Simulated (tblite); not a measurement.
Species: C4H10PSi (doublet state).
Geometry (GFN2-xTB, Å), atoms numbered from 1 in this order:
```
atom  x, y, z in Å
C1    -2.0396   -0.4647    0.6101
C2    -1.4705    0.6922   -0.1777
C3    -1.0198    0.5307   -1.5530
C4     0.0164    0.7742   -0.5550
Si5    1.2865   -0.5659   -0.1236
P6     3.2151    0.5477    0.1337
H7    -3.1208   -0.5031    0.4861
H8    -1.8215   -0.3490    1.6709
H9    -1.6180   -1.4062    0.2668
H10   -1.9200    1.6437    0.0940
H11   -1.1419   -0.2890   -2.2291
H12    0.4283    1.7801   -0.5101
H13    0.9001   -1.3335    1.0707
H14    1.4611   -1.5217   -1.2252
H15    2.9241    1.0109    1.4039
H16    3.9129   -0.5375    0.6261
```

The geometry is computed with GFN2-xTB (gas phase). This method treats the open shell by occupation alone, without spin polarisation.

Masses are those of the commonest isotopes; rigid-rotor values at the optimised geometry. The values belong to one conformer with, in the numbering `[CH3:1][C@@H:2]1[CH:3][C@@H:4]1[SiH2:5][PH2:6]`, C3–C4–Si5–P6 141°, C4–Si5–P6–H 79° and 171°.

Q: Give the principal moments of inertia and the rotational constants in GHz.

A: Ia = 94.56, Ib = 482.53, Ic = 510.21 u·Å²; 505379 MHz·u·Å²/I gives 5345, 1047 and 990.5 MHz, that is A = 5.3448, B = 1.0473, C = 0.9905 GHz.

Q: What kind of rotor is it?

A: A near-prolate asymmetric top; Ray's κ = -0.974.

Q: What does the inertial defect say?

A: Not planar: Δ = Ic − Ia − Ib = -66.88 u·Å². For a rigid frame Δ = −2 Σ m c², so Σ m c² = 33.44 u·Å² lies off the ab plane: 13.79 from hydrogen and 19.65 from heavier atoms. The atom farthest from that plane is 1.99 Å away.

Q: Give the other two planar moments, Paa and Pbb, and the rms extents of the mass along the axes.

A: Paa = Σ m a² = (Ib + Ic − Ia)/2 = 449.09 and Pbb = Σ m b² = (Ia + Ic − Ib)/2 = 61.12 u·Å². With the mass M = 117.03 u, the rms extents √(P/M) along a, b and c are 1.96, 0.72, 0.53 Å.

Q: Estimate the classical rotational partition function at 10 K, 25 K and 100 K.

A: Point group C1, symmetry number σ = 1; q = (√π/σ)·√((kT/h)³/(ABC)), k/h = 20836.6 MHz/K: 2260 at 10 K, 8950 at 25 K, 71600 at 100 K.

For this open shell read J as N, the rotation without spin; fine and hyperfine splittings come on top. Its lowest GFN2-xTB frequency is 8 cm⁻¹, too small to tell a flat minimum from a shallow saddle. Constants of a rigid frame at the computed geometry: no zero-point averaging, no centrifugal distortion.
